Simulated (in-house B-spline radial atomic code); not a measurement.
A fraction x of an electron is moved 4d → 5f in Pr⁴⁺, starting from [Xe] 4f1 and keeping the highest spin. Method: scalar-relativistic (X2C) CAM-B3LYP, spin-polarised, spherical fractional occupations, Fermi nucleus of rms radius 4.8919 fm. Calculated with a radial B-spline atomic code at the basis-set limit.

Caution: exact exchange at fractional occupations of open shells leaves self-interaction of up to several eV.

```csv
x,E(x) - E(0) (eV),4d down level (eV),5f up level (eV)
0,0.0000,-166.139,-
0.125,18.9374,-167.762,-15.618
0.25,?,?,?
0.375,?,?,?
0.5,76.7076,-172.556,-16.615
0.625,96.2777,-174.123,-16.945
0.75,116.0016,-175.674,-17.271
0.875,135.8777,-177.208,-17.596
1,155.9042,-178.726,-17.917
```

Problem. What belongs in the row x = 0.25?

Solution. An energy change of 38.0357 eV; 4d down at -169.375 eV, 5f up at -15.950 eV.

Problem. What belongs in the row x = 0.375?

Solution. An energy change of 57.2930 eV; 4d down at -170.973 eV, 5f up at -16.283 eV.

Problem. Check Janak's theorem between x = 0.5 and 0.625.

Solution. The slope of the energy is 156.56 eV; the orbital levels give 156.56 eV (ε of the receiving orbital less ε of the emptying one, averaged over the two points).
